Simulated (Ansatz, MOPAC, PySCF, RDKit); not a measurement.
Complex: GeH4 (SMILES [GeH4]) (first 5 atoms) with CH5N (SMILES CN); geometry from B3LYP-D3(BJ)/def2-TZVP, rigid monomers moved along the line of their centres of mass till Ge1···N7 is 2.87 Å.
(charge 0, multiplicity 1):
```xyz
12

Ge     0.106     0.268     0.493
H      0.540     1.700     0.824
H     -1.314    -0.012     1.004
H      1.099    -0.756     1.059
H      0.093     0.115    -1.046
C     -0.290    -0.879     3.759
N      0.100     0.470     3.354
H      0.434    -1.594     3.364
H     -1.257    -1.120     3.314
H     -0.366    -1.034     4.843
H      1.006     0.717     3.735
H     -0.563     1.157     3.690
```

Counterpoise-corrected where a basis set is named; no monomer relaxation. Rows marked so take none. RDKit's UFF carries no charges.

Correlated levels freeze the cores. Filled d and f shells under p-block atoms count as core. Rows in 6-31G*, STO-3G carry no dispersion term and start afresh at each structure (6-31G* with six Cartesian d functions); the Pople sets are all-electron and without relativity. The state that PM6, PM7 reach isn't checked; PM7 holds dispersion and hydrogen-bond terms.

The values were computed with Ansatz (Gaussian basis) for Hartree–Fock, density functionals and correlated methods; MOPAC for PM6, PM7 (differences of heats of formation); PySCF for 6-31G* rows, STO-3G rows, the dispersion terms; RDKit for the force fields. Values without a source in brackets are computed.

```tsv
level	interaction energy (kcal/mol)
UFF	4.92
PM6	2.79
PM7	-3.93
HF/STO-3G (no counterpoise)	0.91
HF/6-31G*	2.32
HF/aug-cc-pVDZ	2.71
PBE/def2-TZVPPD	-0.03
PBE0-D4/def2-TZVPPD	-1.95
CCSD(T)/aug-cc-pVDZ	…
```

**Question.** Fill in the missing entries.

**Answer.** 
- CCSD(T)/aug-cc-pVDZ, interaction energy (kcal/mol): -0.94

Ansatz is a quantum-chemistry and plane-wave program.
